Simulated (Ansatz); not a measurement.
Cost and result up the ladder for the cluster SnO₃H₂ (6 atoms). The state is a singlet with charge 0. Geometry: PBE-D4/def2-SVP.

```xyz
6

Sn    1.1308    0.7694   -0.2093
O    -1.2935    0.5569    0.0576
O    -0.5965   -0.1594   -1.0497
O     1.6221   -0.8435    0.9070
H     0.9538   -1.5416    0.7410
H    -1.8168    1.2182   -0.4466
```

Ansatz on 4 threads of Arm Neoverse V1 on a shared host. Times are rough, and most runs start from the orbitals of an earlier one. ωB97X-V/def2-TZVP serves as the yardstick here, not as an exact answer. Differences are given only for rows in sets of like size (and for xTB, whose basis is part of the method), since another set adds its own error. Binding counts from free atoms at the same level (Sn triplet, O triplet, H doublet; other spins of the atoms weren't run), without zero-point energy or a counterpoise term.

In the def2 sets Sn takes a core potential; there is no spin–orbit coupling. HSE06 is defined as in plane-wave codes, on full-range PBE exchange. Correlated methods freeze 7 core orbitals; core or outer-core shells of Sn are correlated, in sets that lack core-valence functions. The structure holds one bond between oxygen atoms, so isomers without such links may lie far lower. The structure comes from a short search, and lower isomers may exist.

Correlated methods converge slowly with the basis.

```csv
level,functions,binding energy per atom (eV),difference from ωB97X-V/def2-TZVP (eV)
HSE06-D4/def2-TZVP,155,3.10,-0.07
r2SCANh-D4/def2-TZVP,155,3.10,-0.08
MP2/def2-TZVP,155,3.14,-0.03
LDA (SPW92)/def2-TZVP,155,3.95,0.78
CCSD(T)/def2-TZVPP,171,3.06,-0.12
PBE-D4/def2-TZVP,155,3.36,0.18
revPBE-D4/def2-TZVP,155,3.22,0.04
PBE-D4/def2-TZVPD,194,3.37,0.19
r2SCAN-D4/def2-TZVPD,194,3.19,0.02
PBE0-D4/def2-SVP,78,3.05,–
PBE0-D4/def2-TZVPD,194,3.11,-0.07
ωB97X-V/def2-TZVP,155,3.17,0.00
r2SCAN-D4/def2-TZVP,155,3.19,0.01
BLYP-D4/def2-TZVP,155,3.30,0.13
```

(1) Estimate how long each takes.

Answers

(1) LDA (SPW92)/def2-TZVP 0.65 s; PBE0-D4/def2-SVP 0.75 s; PBE-D4/def2-TZVP 0.95 s; revPBE-D4/def2-TZVP 1 s; BLYP-D4/def2-TZVP 1.1 s; MP2/def2-TZVP 1.2 s; HSE06-D4/def2-TZVP 1.4 s; PBE-D4/def2-TZVPD 1.6 s; PBE0-D4/def2-TZVPD 1.9 s; r2SCAN-D4/def2-TZVP 2 s; r2SCANh-D4/def2-TZVP 2.3 s; r2SCAN-D4/def2-TZVPD 2.8 s; ωB97X-V/def2-TZVP 3.4 s; CCSD(T)/def2-TZVPP 47 s. On shared hardware such times vary by a factor of up to 3.
